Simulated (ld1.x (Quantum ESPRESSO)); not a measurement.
**Plane-wave convergence, TM potential for sulfur**

```
Element                 : S
Generator               : ld1.x (Quantum ESPRESSO) 7.5
Type                    : norm-conserving Troullier–Martins (Kleinman–Bylander form)
Functional              : PBE
Relativity              : fully relativistic
Frozen core             : [Ne]
Valence charge          : 6
Reference configuration : 3s1.5 3p4.5
Partial waves           : 3s (bound): rc 1.00 bohr; 3d channel at -0.15 Ry: rc 1.15 bohr; 3p (bound): rc 1.25 bohr
Local potential         : the p channel
Core correction         : none
```

Open shells are filled in proportion to 2j + 1 (rel_dist='average').

The pseudo-atom Hamiltonian at the reference potential is diagonalised in spherical Bessel functions j_l(qr) that vanish at 20 bohr, with q² up to the cutoff. All-electron valence levels (Ry): 3s -1.2936, 3p1/2 -0.5399, 3p3/2 -0.5336.

Question: How do the lowest levels (Ry) of each channel move with the cutoff, and are there ghosts?

Answer:

| cutoff (Ry) | s #1 | s #2 | d3/2 #1 | d5/2 #1 | p1/2 #1 | p1/2 #2 | p3/2 #1 | p3/2 #2 | f #1 | f #2 | Σ f·Δε (mRy) |
| --- | --- | --- | --- | --- | --- | --- | --- | --- | --- | --- | --- |
| 8 | -0.9858 | -0.0114 | 0.0707 | 0.0707 | -0.5120 | 0.0313 | -0.5120 | 0.0313 | 0.1175 | 0.2499 | 568.5 |
| 21 | -1.1266 | -0.0186 | 0.0704 | 0.0704 | -0.5294 | 0.0306 | -0.5294 | 0.0306 | 0.1175 | 0.2499 | 278.9 |
| 45 | -1.2048 | -0.0229 | 0.0703 | 0.0703 | -0.5319 | 0.0306 | -0.5319 | 0.0306 | 0.1175 | 0.2499 | 150.3 |
| 90 | -1.2897 | -0.0283 | 0.0702 | 0.0702 | -0.5354 | 0.0305 | -0.5354 | 0.0305 | 0.1175 | 0.2499 | 7.1 |
| 160 | -1.2925 | -0.0285 | 0.0702 | 0.0702 | -0.5357 | 0.0304 | -0.5357 | 0.0304 | 0.1175 | 0.2499 | 1.6 |
| 300 | -1.2933 | -0.0285 | 0.0702 | 0.0702 | -0.5357 | 0.0304 | -0.5357 | 0.0304 | 0.1175 | 0.2499 | 0.4 |
| 400 | -1.2935 | -0.0285 | 0.0702 | 0.0702 | -0.5357 | 0.0304 | -0.5357 | 0.0304 | 0.1175 | 0.2499 | 0.0 |

Result: no extra level below or beside the all-electron valence levels (s, d3/2, d5/2, p1/2, p3/2, f tested); 10 mRy is reached at 80 Ry and 1 mRy at 230 Ry.

Its largest configuration-test error is +381 meV.
